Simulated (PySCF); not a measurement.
Al(Cl)(Br)(NH2) (AlBrClH2N), SMILES [Br][Al]([Cl])[NH2].

The structure is a stationary point at TPSSh-D3(BJ)/def2-SVP. One conformer was computed; it need not be the lowest.

Two levels are set side by side: PBE/def2-TZVP (PySCF) and PBE0/def2-TZVP (PySCF). Same geometry, gas phase. Differences are taken from unrounded values.

| quantity | PBE0 | PBE | PBE minus PBE0 |
|---|---|---|---|
| orbital gap (eV) | 7.19 | 4.94 | -2.25 |
| highest occupied level (eV) | -7.98 | -6.56 | 1.42 |
| lowest empty level (eV) | -0.78 | -1.62 | -0.84 |
| dipole moment (D) | 2.32 | 2.30 | -0.01 |
| mean polarisability (bohr³) | 61.1 | 64.0 | 2.9 |

PBE's occupied levels lie high since its potential decays too fast outside the molecule; exact exchange lowers them and widens the gap. Loosely held outer electrons make PBE densities more polarisable. Differences between two approximate levels are no errors against the true value.

Rough cost on one machine, each run with all the roots and properties that it gave: PBE0 against PBE within a factor of 2.
